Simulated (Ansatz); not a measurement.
Ansatz (a program for electronic structure) input (CCSD(T)/cc-pVQZ):

Ansatz 0.2 input:
```yaml
crystal:
  periodic: [false, false, false]
  atoms:
    - {symbol: F, position_ang: [-1.41283264, 0.50318779, -0.91452087]}
    - {symbol: C, position_ang: [-0.75314035, -0.19074546, 0.01355477]}
    - {symbol: F, position_ang: [-1.26852215, 0.08451845, 1.21216775]}
    - {symbol: F, position_ang: [-0.89488974, -1.49345035, -0.23328280]}
    - {symbol: C, position_ang: [0.75314035, 0.19074546, -0.01355477]}
    - {symbol: F, position_ang: [0.89488974, 1.49345035, 0.23328280]}
    - {symbol: F, position_ang: [1.26852215, -0.08451845, -1.21216775]}
    - {symbol: F, position_ang: [1.41283264, -0.50318779, 0.91452087]}
basis:
  gaussian:
    orbitals: cc-pVQZ
magnetization: {spin_polarized: false}
correlation: {method: ccsd_t, electrons: outside_noble_gas}
```

End of the output:

```
integrals: 8.27 GiB planned
2771 factors; integrals over basis functions are off by at most 9.2e-4 eV
3.36 GiB of device memory are held for the factors and their scratch space
mean field: 3.87 GiB planned
mean field evaluation 1: about -18298.6356 eV, gradient 6.0e1 eV
mean field evaluation 2: about -18298.8780 eV, gradient 6.0e1 eV
mean field evaluation 4: about -18304.8853 eV, gradient 4.4e0 eV
mean field evaluation 8: about -18304.9564 eV, gradient 2.6e-1 eV
mean field evaluation 16: about -18302.4770 eV, gradient 4.0e1 eV
mean field -18304.95669050 eV, -672.6947508307 hartree, gradient 2.9e-6 eV, S^2 0.000000; 0 other end points of the search recorded, 0 dependent functions left out
8 core orbitals not correlated
reference -18304.95669050 eV, -672.6947508307 hartree; 25, 25 occupied and 407, 407 virtual orbitals, 2771 factors
second order -53.49633823 eV of doubles, -0.00000000 eV of singles
coupled cluster: 56.27 GiB planned
cycle   1  -52.02206088 eV  change     1.5e0 eV  update   1.3e-1
cycle   2  -53.01974412 eV  change    -1.0e0 eV  update   3.9e-2
cycle   3  -53.22888761 eV  change   -2.1e-1 eV  update   1.7e-2
cycle   4  -53.19064923 eV  change    3.8e-2 eV  update   3.8e-3
cycle   5  -53.18685044 eV  change    3.8e-3 eV  update   1.6e-3
cycle   6  -53.18908996 eV  change   -2.2e-3 eV  update   4.7e-4
cycle   7  -53.18885295 eV  change    2.4e-4 eV  update   1.7e-4
cycle   8  -53.18867916 eV  change    1.7e-4 eV  update   3.7e-5
cycle   9  -53.18869228 eV  change   -1.3e-5 eV  update   1.1e-5
perturbative correction -1.85581589 eV, -0.0681999762 hartree
Total energy: -18360.00119868 eV, -674.7175991957 hartree
```
